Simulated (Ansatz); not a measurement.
Ideal-gas functions of `[NH2][AlH][GaH2]` at 298.15 K and 1 bar, from an Ansatz frequency run at PBE0-D4/def2-TZVP.

Molar mass 115.75 g/mol, point group Cs (symmetry number 1), electronic degeneracy 1, moments of inertia 26.957, 259.224, 279.104 u Å². Harmonic wavenumbers (cm⁻¹, unscaled): 59, 121, 249, 289, 390, 444, 489, 531, 569, 730, 773, 818, 1570, 1890, 1915, 1917, 3601, 3693.

Use S(trans) = R[1.5 ln M + 2.5 ln T − 1.1517]; rotational temperatures θ = 24.2544 K / I; S(rot) = R[ln(√π/σ · √(T³/θAθBθC)) + 1.5]; for each mode x = 1.438777 ν̃/T, S = R[x/(eˣ − 1) − ln(1 − e⁻ˣ)] and H = RT x/(eˣ − 1); 1 cm⁻¹ = 0.0119627 kJ/mol; R = 8.31446 J/(mol·K).

**Question.** By hand: the entropy, in J/(mol·K).

**Answer.** Translation 168.1. Rotation: θ = 0.8997, 0.0936, 0.0869 K, giving 108.7. Vibration, mode by mode: 18.79, 12.90, 7.27, 6.19, 4.18, 3.41, 2.87, 2.45, 2.12, 1.14, 0.96, 0.81, 0.04, 0.01, 0.01, 0.01, 0.00, 0.00, in all 63.2. Electronic 0.0. Sum 340.0 J/(mol·K).

**Question.** By hand: H − E and G − E in kJ/mol, counted from the electronic energy.

**Answer.** Zero-point energy ½ × 20048 × 0.0119627 = 119.9; thermal vibration 10.2; translation, rotation and pV give 4 RT = 9.9. H − E = 140.0 kJ/mol, and G − E = 140.0 − 298.15 × 340.0/1000 = 38.6 kJ/mol.

Vibration gives 19 % of the entropy, 31.7 J/(mol·K) of it from the modes under 150 cm⁻¹: soft modes count most, and the harmonic formula is weakest for them. The sum counts one conformer and one mirror image; others add a mixing term.
